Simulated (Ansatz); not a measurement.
One geometry of (KOH)2 ring (K2O2H2), several levels of theory.

```yaml
crystal:
  periodic: [false, false, false]
  atoms:
    - {symbol: K, position_ang: [1.236092, 1.164196, 0.351207]}
    - {symbol: O, position_ang: [0.009434, -0.512285, 1.659083]}
    - {symbol: K, position_ang: [-1.231670, -1.167443, -0.352303]}
    - {symbol: O, position_ang: [-0.006958, 0.510653, -1.659580]}
    - {symbol: H, position_ang: [0.015011, -0.784734, 2.575575]}
    - {symbol: H, position_ang: [-0.021899, 0.789623, -2.573983]}
basis:
  gaussian: {orbitals: def2-TZVP}
magnetization: {spin_polarized: true, initial_magnetization: 2}
hamiltonian: {xc: pbe0, dispersion: d4}
scf: {omitted_lower_state_checks: [starts]}
output: {orbitals: {seedname: orbitals}}
```

The file start.molden holds the orbitals of an earlier run on this structure, at another level or in another basis.

```sh
$ ansatz run in.yaml --threads 4 --pin off --events-out ev --progress --plain --max-ram 3916MiB
```

Output, abridged:

```
Functional definition: PBE0
1098 factors; their error is unknown
mean field evaluation 1: about -36754.2076 eV, gradient 4.8e1 eV
mean field evaluation 2: about -36730.8754 eV, gradient 9.0e1 eV
mean field evaluation 4: about -36758.5274 eV, gradient 3.0e1 eV
mean field evaluation 8: about -36762.7435 eV, gradient 2.6e-1 eV
mean field evaluation 16: about -36762.9285 eV, gradient 3.0e-2 eV
mean field evaluation 32: about -36762.9295 eV, gradient 7.4e-6 eV
mean field -36762.92949149 eV, -1351.0127400037 hartree, gradient 7.4e-6 eV, S^2 2.012794; 0 other end points of the search recorded, 0 dependent functions left out
reference -36762.92953204 eV, -1351.0127414938 hartree; 29, 27 occupied and 111, 113 virtual orbitals, 1098 factors
Total energy: -36763.00266723 eV, -1351.0154291623 hartree
Checks for a lower state left out: starts
```

It took 8.5 s on 4 threads of Arm Neoverse V1 on a shared host, peak host memory 0.67 GiB.

First input, but with `gaussian: {orbitals: def2-TZVP, initial_orbitals: start.molden}`, `hamiltonian: {xc: pbe, dispersion: d4}` (abridged; 6 s):

```
Functional definition: PBE
mean field -36761.02120615 eV, -1350.9426118108 hartree, gradient 7.7e-6 eV, S^2 2.003467
Total energy: -36761.10710686 eV, -1350.9457686036 hartree
Checks for a lower state left out: starts
```

First input, but with `gaussian: {orbitals: def2-TZVP, initial_orbitals: start.molden}`, `hamiltonian: {xc: r2scan, dispersion: d4}` (abridged; 14 s):

```
Functional definition: r2SCAN
mean field evaluation 16: about -36772.9877 eV, gradient 2.4e-6 eV
mean field -36772.98774136 eV, -1351.3823738687 hartree, gradient 2.4e-6 eV, S^2 2.007101
Total energy: -36773.00616741 eV, -1351.3830510136 hartree
Checks for a lower state left out: starts
```

Geometry: PBE0-D4/def2-TZVP, that of the neutral singlet.

At PBE-D4/def2-TZVP, r2SCAN-D4/def2-TZVP the gap within one spin of the charge 0 triplet nearly closes, so an electron or hole may be smeared out by delocalisation error. At PBE0-D4/def2-TZVP a singlet of charge 0 lies 4.13 eV below the triplet at the same geometry.
